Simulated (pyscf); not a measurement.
## Hydrogen shift: `[CH2][CH]=[CH][F]` [doublet] → `[CH3][C]=[CH][F]` [doublet]

Gas phase, doublet surface, charge 0. Bonds broken: C2–H4. Bonds formed: C1–H4. Single points on ωB97X-D3(BJ)/def2-SVP structures (PySCF, gas phase). MP2 and CC: frozen core, UHF for open shells. ΔMP2 is the change of the MP2 total energy from the triple- to the quadruple-zeta basis.

Transition state (Å):

```xyz
8

C      0.6849     0.3063    -0.0954
C     -0.6829    -0.1065    -0.1041
C     -1.5623    -0.6891     0.7060
H      0.1290    -0.4459    -1.0455
H      0.9720     1.1950    -0.6665
H      1.4196    -0.1183     0.6036
H     -2.4308    -1.2763     0.3928
F     -1.4935    -0.5571     2.0500
```

One imaginary mode, 1946i cm⁻¹; descent along it reached the two sides named.

```tsv
bond	change	reactant side (Å)	saddle	product side
C2–H4	breaks	1.095	1.289	2.138
C1–H4	forms	2.152	1.333	1.102
```

Electronic energies relative to the reactant's lowest minimum found (eV):

```
level                             barrier  reaction energy  reverse barrier
--------------------------------  -------  ---------------  ---------------
ωB97X-D3(BJ)/def2-TZVP               2.96            +1.01             1.95
PBE/def2-TZVP                        2.67            +0.98             1.69
r²SCAN/def2-TZVP                     2.88            +1.01             1.87
B3LYP-D3(BJ)/def2-TZVP               2.92            +1.02             1.90
PBE0-D3(BJ)/def2-TZVP                2.87            +1.00             1.87
M06-2X/def2-TZVP                     2.90            +0.92             1.97
ωB97M-D3(BJ)/def2-TZVP               2.91            +1.01             1.91
HF/def2-TZVP                         3.66            +1.03             2.63
MP2/def2-QZVPP                       2.87            +0.96             1.91
CCSD/def2-TZVPP                      3.05            +0.97             2.09
CCSD(T)/def2-TZVPP                   2.95            +0.96             1.99
CCSD(T)/def2-TZVPP + ΔMP2(QZVPP)     2.94            +0.97             1.97
```

With CCSD(T)/def2-TZVPP + ΔMP2(QZVPP) energies and thermal terms (ideal gas, 1 atm, RRHO with modes under 100 cm⁻¹ raised to 100, one conformer, R ln 2 for chiral ones without a mode under 150 cm⁻¹), in eV:

```json
[
 {"T (K)": "298", "ΔH‡": "2.82", "ΔG‡": "2.78", "ΔH": "+0.99", "ΔG": "+0.95"},
 {"T (K)": "600", "ΔH‡": "2.80", "ΔG‡": "2.76", "ΔH": "+0.99", "ΔG": "+0.92"},
 {"T (K)": "900", "ΔH‡": "2.79", "ΔG‡": "2.74", "ΔH": "+0.98", "ΔG": "+0.88"},
 {"T (K)": "1200", "ΔH‡": "2.77", "ΔG‡": "2.72", "ΔH": "+0.97", "ΔG": "+0.85"}
]
```

H₃C–C•=CH–F lies 1.10 eV over its isomer •H₂C–C(=CH₂)–F (electronic energy, ωB97M-D3(BJ)/def2-TZVP). This is the saddle that the search found; another between the same sides may lie lower. The CCSD(T) − MP2 part came from Ansatz, without density fitting, on the same reference. A UHF reference is spin-contaminated (<S²> up to 0.96), which harms MP2 most.
